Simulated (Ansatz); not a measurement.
`[SiH3]B[SiH2]Cl` + `C[SiH2][TeH]` → `C[SiH2][Te][SiH3]` + `B[SiH2]Cl`  (cleavage of the Si–B bond)

Isolated molecules relaxed with PBE0-D4/def2-TZVP in Ansatz; ΔE leaves out vibrations. CCSD(T)/CBS adds triple-zeta CCSD(T) − MP2 to the extrapolated MP2 energy (def2 sets, frozen cores). DFT in def2-TZVPP. B3LYP here is the variant with VWN-RPA as its local correlation; programs differ in this. def2 core potentials past Kr. For Te outer-core shells are correlated without core-valence functions, which leaves a few kJ/mol of doubt a bond. One conformer a species, not always the lowest.

`[SiH3]B[SiH2]Cl`:

Z-matrix (Å, degrees):
```
Si
B 1 2.010
H 1 1.489 2 111.5
H 1 1.488 2 114.1 3 123.7
H 1 1.493 2 105.9 3 -117.6
Si 2 1.996 1 120.2 3 -134.9
H 2 1.195 1 118.0 3 46.1
Cl 6 2.064 2 115.2 1 -173.5
H 6 1.490 2 108.1 1 66.2
H 6 1.488 2 110.2 1 -51.8
```

`C[SiH2][TeH]`:

```xyz
9

C    -0.322    0.796   -0.901
Si   -0.487   -0.424    0.503
Te    1.545   -1.855    0.777
H    -1.241    1.380   -1.004
H    -0.130    0.276   -1.841
H     0.504    1.486   -0.716
H    -1.573   -1.405    0.244
H    -0.774    0.286    1.777
H     2.479   -0.540    1.162
```

`C[SiH2][Te][SiH3]`:

Z-matrix (Å, degrees):
```
C
Si 1 1.867
H 1 1.092 2 110.8
H 1 1.092 2 110.5 3 119.9
H 1 1.094 2 110.3 3 -119.9
Te 2 2.502 1 112.2 3 -60.2
H 2 1.486 1 111.1 3 -177.9
H 2 1.488 1 110.5 3 60.9
Si 6 2.489 2 91.3 1 73.3
H 9 1.485 6 110.9 2 62.6
H 9 1.486 6 111.1 2 -58.3
H 9 1.484 6 107.1 2 -177.6
```

`B[SiH2]Cl`:

Z-matrix (Å, degrees):
```
Si
Cl 1 2.064
B 1 2.003 2 113.7
H 1 1.488 2 107.4 3 122.1
H 1 1.488 2 107.4 3 -121.7
H 3 1.193 1 123.6 2 -0.9
H 3 1.197 1 118.0 2 179.3
```

```tsv
species	B3LYP-D4 energy (Eh)
`[SiH3]B[SiH2]Cl`	-1067.76289
`C[SiH2][TeH]`	-599.41092
`C[SiH2][Te][SiH3]`	-890.16572
`B[SiH2]Cl`	-777.03458
```

Problem. Work out ΔE.

Solution. ΔE = (-890.16572) + (-777.03458) − (-1067.76289) − (-599.41092) = -0.02649 Eh = -16.6 kcal/mol. CCSD(T)/CBS gives -17.8 kcal/mol.

Problem. What do rigid-rotor, harmonic-oscillator terms from PBE0-D4/def2-TZVP frequencies (298.15 K, 1 bar) make of the CCSD(T)/CBS value? (Estimate.)

Solution. Computed: ΔZPE = +1.4 kcal/mol, ΔH = -16.5 kcal/mol, ΔS = -2 J/(mol·K), ΔG = -16.3 kcal/mol. Modes under 50 cm⁻¹ make the entropy rough.

Largest T1 diagnostic among the species: 0.012.

At CCSD(T), def2-SVP lies +2.9 kcal/mol from the extrapolated value and def2-TZVPP +1.3 kcal/mol. From r2SCAN to r2SCAN0 (25 % exact exchange), in def2-TZVPP and without D4, ΔE moves by −1.1 kcal/mol. The D4 term adds −1.3 kcal/mol with B3LYP and −0.7 kcal/mol with PBE0; it sums over pairs of atoms, weighted by their polarisabilities, and B3LYP, whose exchange is more repulsive, gets the larger term.
